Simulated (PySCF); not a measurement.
**[BiI2]+ at several levels of theory**

Computed with PySCF 2.14.0 (density fitting, no spin-orbit coupling) at the geometry relaxed with PBE0:

```xyz
3
[BiI2]+ (singlet)
Bi    0.0000    0.0000   -0.9840
I     2.1377    0.0000    0.6955
I    -2.1377    0.0000    0.6955
```

```csv
level,basis,state,HOMO (eV),gap (eV),charge on Bi1 (e),dipole about the centre of mass (D),largest force component (eV/Å)
PBE0,"Bi def2-SVP with ECP60, I def2-SVP with ECP28",singlet,-12.53,3.06,0.78,2.30,0.06
PBE0,"Bi def2-TZVP with ECP60, I def2-TZVP with ECP28",singlet,-12.47,3.13,0.86,2.09,0.28
```

Charges are Mulliken's, which hang on the basis. The relaxation used the grid (50, 194), these runs (75, 302) or, all-electron (x2c bases, spin-free X2C Hamiltonian), (99, 590).

(1) A further run in the first row's basis gives HOMO (eV) -11.96, gap (eV) 2.21, charge on Bi1 (e) 0.77, dipole about the centre of mass (D) 2.20, largest force component (eV/Å) 0.27. Which level was it?
A. TPSSh
B. revPBE

Answers

(1) A. The others give HOMO -11.37 eV (revPBE).
